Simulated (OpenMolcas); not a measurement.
## P3+: CASPT2 settings compared

```yaml
Program: OpenMolcas 26.06
Basis: ANO-R2 [5s4p3d1f]
Scalar_Hamiltonian: X2C, finite nucleus
Active_space: 2 electrons in 4 orbitals (3s 3p)
State_averaging: 2S+1 = 3 even, 3 roots (0 in the spin-orbit step); 2S+1 = 1 even, 1 root; 2S+1 = 3 odd, 3 roots; 2S+1 = 1 odd, 3 roots
Spin-orbit_coupling: state interaction with AMFI integrals over the reference wave functions, term energies averaged over their components
```

Methods on the same reference wave functions:
A. CASSCF
B. SS-CASPT2, IPEA 0 Eh, real shift 0.2 Eh (closed shells correlated: 2s 2p)
C. SS-CASPT2, IPEA 0.5 Eh, sigma1 regulariser 0.1 Eh (closed shells correlated: 2s 2p)
D. SS-CASPT2, IPEA 0.2 Eh, sigma1 regulariser 0.25 Eh (closed shells correlated: 2s 2p)

Energies in cm⁻¹ above 3s² ¹S₀, the measured ground level; measured values from Martin, Zalubas and Musgrove, J. Phys. Chem. Ref. Data 14, 751 (1985).

```csv
Level,A,B,C,D,Measured
3s² ¹S₀,0.0,0.0,0.0,0.0,0.0
3s 3p ³P°₀,67628,66993,67195,67069,67918
3s 3p ³P°₁,67826,67191,67393,67267,68146
3s 3p ³P°₂,68228,67593,67794,67669,68615
3s 3p ¹P°₁,117009,105694,107043,106189,
```

Deviations, from unrounded energies. A percentage is the sum of absolute deviations over the sum of measured energies, with the sign that they share, or ± where signs differ.

```json
{"Against measurement": "mean absolute deviation (cm-1)", "Levels": "3", "A": "330", "B": "970", "C": "770", "D": "890"}
{"Against measurement": "other configurations (%)", "Levels": "3", "A": "-0.5", "B": "-1.4", "C": "-1.1", "D": "-1.3"}
```

A lies closest to measurement on these levels and B furthest from it. The largest miss of A in the table is 3s 3p ³P°₂, by -390 cm-1. The ranking rests on the paired levels alone, and a cruder setting can come out closer through cancelling errors.

Among B to D the level of the table that moves most is 3s 3p ¹P°₁, by 1300 cm-1 (lowest in B, highest in C).

The lowest spin-free term lies below A's lowest term by 0.196 hartree in B, 0.196 hartree in C, 0.196 hartree in D.

Measured partners are found by configuration, term and J. A level has none where our copy of the source lacks it or the pairing is in doubt (some pairs that miss far off the trend of their configuration count as doubtful), and it then counts in no deviation. Levels of configurations outside the active space are missing.

° marks odd parity.
